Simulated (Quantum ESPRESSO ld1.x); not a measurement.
Results of a calculation; reference values are marked as such.
Q: All-electron atom: Os in [Xe] 4f14 5d4 6s2 7s2 (not the ground configuration). Level of theory: Dirac Kohn-Sham, PBE, spin-unpolarised, spherical densities, point nucleus; open shells are shared between the two j in proportion to 2j + 1 (ld1.x of Quantum ESPRESSO 7.5). Some entries of the table are withheld. Estimate them.

orbital  occ.  eigenvalue (Ry)  <1/r> (bohr^-1)
1s1/2       2         -5423.10            90.52
2s1/2       2         -944.695            22.11
2p1/2       2         -904.373            22.06
2p3/2       4         -791.816            18.31
3s1/2       2         -220.671            8.116
3p1/2       2         -202.667            8.027
3p3/2       4         -178.120            7.055
3d3/2       4         -148.028            6.951
3d5/2       6         -142.712            6.725
4s1/2       2         -47.4357            3.419
4p1/2       2         -39.8855              (1)
4p3/2       4         -34.1204              (2)
4d3/2       4         -21.7488            2.760
4d5/2       6         -20.6812            2.680
5s1/2       2         -7.78854              (3)
5p1/2       2         -5.44533            1.230
4f5/2       6         -5.02401            2.259
4f7/2       8         -4.81758            2.227
5p3/2       4         -4.52535            1.112
5d3/2     1.6         -1.41679           0.8176
5d5/2     2.4         -1.32263           0.7914
6s1/2       2         -1.06173           0.5022
7s1/2       2         -0.17707           0.1859

A: 
(1) 4p1/2 <1/r> (bohr^-1): 3.308
(2) 4p3/2 <1/r> (bohr^-1): 2.970
(3) 5s1/2 <1/r> (bohr^-1): 1.355
